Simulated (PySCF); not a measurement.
## Correlation energy of Sb (antimony, neutral)

[Kr] 4d10 5s1 5p3 5d1, high-spin 6D determinant (an excited configuration). Computed with PySCF 2.14 in x2c-TZVPPall with one added diffuse shell each of s, p, d, f type (9s7p5d3f, 76 functions), with scalar relativity by spin-free X2C-1e. Frozen: [Kr] 4d10; 5 electrons correlated.

| level | correlation energy (mhartree) |
| --- | --- |
| CCSD | -27.90 |
| (T) | -0.44 |
| CCSD(T) | -28.34 |

Diagnostics: T1 = 0.0037, D1 = 0.0069, largest double amplitude 0.028.

Is a single reference adequate?

Yes, within this model without spin-orbit coupling: T1 lies below 0.03 and no double amplitude reaches 0.07.
